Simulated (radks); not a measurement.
Question: The mean radii <r> (bohr) of the occupied orbitals of an atom or ion are listed with their occupations. Calculated with a radial shooting solver on a logarithmic mesh with Libxc functionals: scalar-relativistic Kohn-Sham, r2SCAN, spin-polarised, spherical densities, finite nucleus; meta-GGA in the generalised Kohn-Sham scheme; Fermi nuclear charge, rms radius of each element as measured or else 0.836 A^(1/3) + 0.57 fm.

| orbital | occ. | <r> |
|---|---|---|
| 1s up | 1 | 0.04130 |
| 1s down | 1 | 0.04125 |
| 2s up | 1 | 0.1714 |
| 2s down | 1 | 0.1720 |
| 2p up | 1 | 0.1471 |
| 4s up | 1 | 0.7291 |

Name the element and its charge. Open shells, if any, are filled with parallel spins first.

Answer: Z = 36, krypton, charge +30: Kr30+ in [He] 2s2 2p1 4s1. The 1s radius gives Z: for a bare nucleus <r> = (2 gamma + 1)/(2Z) with gamma = sqrt(1 - (Z/c)^2), 0.04069 bohr for Z = 36, and screening makes it slightly larger (0.04130 here). The occupations add up to 6, and the charge is Z minus that.
